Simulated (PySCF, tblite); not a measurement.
Isomers of C3H8NOSi (doublet state), one GFN2-xTB conformer each. Single-point energies are computed at B3LYP/pcH-1 (PySCF, gas phase, no added dispersion term), electronic only. GFN2-xTB treats the open shell by occupation alone, and not every SCF solution was tested for stability.

| SMILES | GFN2-xTB relative energy (kJ/mol) |
| --- | --- |
| CCC(=O)[SiH2][NH] | 29.0 |
| C=CCO[SiH2][NH] | 1.9 |
| CCC(=O)[SiH]N | 0.0 |
| C[CH]C(=O)[SiH2]N | 11.7 |

Conformers: `[CH3:1][CH2:2][C:3](=[O:4])[SiH2:5][NH:6]` (doublet state) with C1–C2–C3–O4 1°, C2–C3–Si5–N6 66°, C3–Si5–N6–H 103°; `[CH2:1]=[CH:2][CH2:3][O:4][SiH2:5][NH:6]` (doublet state) with C1–C2–C3–O4 -139°, C2–C3–O4–Si5 -169°, C3–O4–Si5–N6 33°, O4–Si5–N6–H 170°; `[CH3:1][CH2:2][C:3](=[O:4])[SiH:5][NH2:6]` (doublet state) with C1–C2–C3–O4 103°, C2–C3–Si5–N6 -172°, C3–Si5–N6–H -9° and -152°; `[CH3:1][CH:2][C:3](=[O:4])[SiH2:5][NH2:6]` (doublet state) with C1–C2–C3–O4 -24°, C2–C3–Si5–N6 165°, C3–Si5–N6–H 18° and 165°.

Problem. What does B3LYP/pcH-1 give for the same structures?

Solution. 
| SMILES | B3LYP/pcH-1 E (Eh) | B3LYP/pcH-1 (kJ/mol) | GFN2-xTB (kJ/mol) | point group |
| --- | --- | --- | --- | --- |
| CCC(=O)[SiH]N | -538.60541 | 0.0 | 0.0 | C1 |
| C[CH]C(=O)[SiH2]N | -538.59846 | 18.2 | 11.7 | C1 |
| C=CCO[SiH2][NH] | -538.57965 | 67.6 | 1.9 | C1 |
| CCC(=O)[SiH2][NH] | -538.56890 | 95.9 | 29.0 | C1 |

Both levels put the same isomer lowest; measured from each level's own lowest isomer, the values differ by up to 66.9 kJ/mol (CCC(=O)[SiH2][NH]: 29.0 against 95.9). Neighbours under 21 kJ/mol apart (CCC(=O)[SiH]N and C[CH]C(=O)[SiH2]N) can change places with a better method, another conformer or zero-point energy.

Problem. What happens when harmonic zero-point energies from GFN2-xTB frequencies are added?

Solution. 
```tsv
SMILES	ZPE (kJ/mol)	electronic (kJ/mol)	with ZPE (kJ/mol)
CCC(=O)[SiH]N	279.0	0.0	0.0
C[CH]C(=O)[SiH2]N	266.3	18.2	5.5
C=CCO[SiH2][NH]	264.4	67.6	53.0
CCC(=O)[SiH2][NH]	270.0	95.9	86.9
```

The zero-point energies span 14.6 kJ/mol. The order is unchanged.
